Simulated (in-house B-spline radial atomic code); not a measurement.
# Solving the quasi-particle equation for 6p up of neutral bismuth

Configuration [Xe] 4f14 5d10 6s2 6p3, highest spin, start Hartree-Fock; correlation leaves out the 8 deepest shells. Computed with a B-spline radial code for spherical atoms: all electrons, scalar-relativistic (spin-free one-electron X2C), finite nucleus, each spin shell either full or empty, empty states to l = 9 with an (l + 1/2)⁻⁴ tail; G0W0 by contour deformation at full frequency.

Spin-orbit coupling, left out, splits p levels strongly here.

Spin-orbit coupling splits this shell strongly; the level is its average.

At the mean-field level ε = -8.696 eV the matrix elements are Σx = -14.648 eV, v_xc = -14.648 eV and Σc(ε) = -0.486 eV, and the slope of the correlation self-energy is dΣc/dω = -0.0516. The quasi-particle energy solves E = ε + Σx − v_xc + Σc(E).

Problem. What does the linearised equation give?

Solution. Z = 1/(1 − dΣc/dω) = 1/1.0516 = 0.9509. The first-order shift is Σx − v_xc + Σc(ε) = -14.648 − (-14.648) + (-0.486) = -0.486 eV, so E ≈ ε + Z × shift = -8.696 + 0.9509 × (-0.486) = -9.158 eV.

Problem. How does that compare with the full solution and with static screening?

Solution. Solving the equation at full frequency dependence gives E = -9.158 eV, where Σc = -0.462 eV and the weight is 0.950; the linearised value is off by 0 meV. Leaving Z out would give -9.182 eV. Static COHSEX puts -1.573 eV in place of Σc and gives -10.269 eV, 1.11 eV deeper. The tabulated removal energy is 7.286 eV (NIST, measured); the run leaves out spin-orbit coupling, Breit and QED terms.
